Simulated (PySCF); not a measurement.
BClH, SMILES [BH]Cl (connectivity only; charge and spin as stated), charge +1, multiplicity 1.

The structure is a stationary point at TPSSh-D3(BJ)/def2-TZVPD. The spin state was assumed, not searched. The isomer is the one that the SMILES or the coordinates give; other isomers of the formula were not compared.

Two levels are set side by side: PBE/def2-TZVPD (PySCF) and M06-2X/def2-TZVPD (PySCF). Same geometry, gas phase. Differences are taken from unrounded values.

```tsv
quantity	PBE
orbital gap (eV)	6.85
highest occupied level (eV)	-17.26
lowest empty level (eV)	-10.41
mean polarisability (bohr³)	21.1
```

### Question
These are the PBE values. What does M06-2X give? (Estimate from the structure and the level; the computed values follow.)

### Answer

| quantity | M06-2X | PBE minus M06-2X |
|---|---|---|
| orbital gap (eV) | 11.67 | -4.82 |
| highest occupied level (eV) | -19.86 | 2.60 |
| lowest empty level (eV) | -8.19 | -2.22 |
| mean polarisability (bohr³) | 20.7 | 0.4 |

Without exact exchange PBE keeps part of each electron's self-repulsion, which lifts occupied levels and narrows the gap. Differences between two approximate levels are no errors against the true value.

Rough cost on one machine, each run with all the roots and properties that it gave: M06-2X against PBE about 4 times.
